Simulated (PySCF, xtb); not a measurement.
Sn(Me)(Cl)3 (CH3Cl3Sn), SMILES [CH3][Sn]([Cl])([Cl])[Cl].

GFN2-xTB (xtb) at its own geometry gives an orbital gap of 3.05 eV and a dipole moment of 4.07 D.

Geometry: B3LYP-D3(BJ)/def2-SVP. The isomer is the one that the SMILES or the coordinates give; other isomers of the formula were not compared. The def2 effective core potentials stand for the cores of Sn; spin–orbit coupling is left out.

What does PBE/def2-TZVP (PySCF) give? (The exact figures need the calculation; the answer reports its results.)

gap 4.39 eV (levels -7.73 and -3.34 eV), dipole 3.45 D.
